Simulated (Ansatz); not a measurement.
Ga2Cl3, relaxed as a doublet with UKS r2SCAN-D4/def2-SVP in Ansatz, starting from the GFN1-xTB geometry. Force threshold 0.02 eV/Å.

The structure comes from a short search, and lower isomers may exist.

Start:

```tsv
atom	x (Å)	y (Å)	z (Å)
Ga1	-0.2116	0.6995	-0.6313
Ga2	-0.4004	-1.4391	0.7069
Cl3	-0.8662	-1.1752	2.9102
Cl4	1.8258	1.4864	-0.1464
Cl5	-0.3477	0.4285	-2.8394
```

Question: Estimate the energy that the relaxation releases and the steps that it takes.

Answer: 0.30 eV, in 12 steps; 40 s on 4 threads of Arm Neoverse V1 on a shared host. No frequencies were taken in this run, so the end may be a saddle point.

Question: Does the start keep its bonding and symmetry?

Answer: By distances, no bond broke or formed. The bond that changes most is Ga2–Cl3, from 2.27 to 2.17 Å (atoms count from 1). The end is the same structure that another start reached, the lowest one found.

Question: Predict the relaxed structure.

Answer: 
Cartesian coordinates in Å:
```
Ga 0.249 0.457 -0.629
Ga -0.080 -1.484 0.953
Cl -1.405 -1.230 2.656
Cl 1.993 1.719 -0.440
Cl -0.758 0.538 -2.539
```
Bond lengths (bridged metal pairs left out): 3 × Cl–Ga 2.16 to 2.17 Å; 1 × Ga–Ga 2.53 Å.
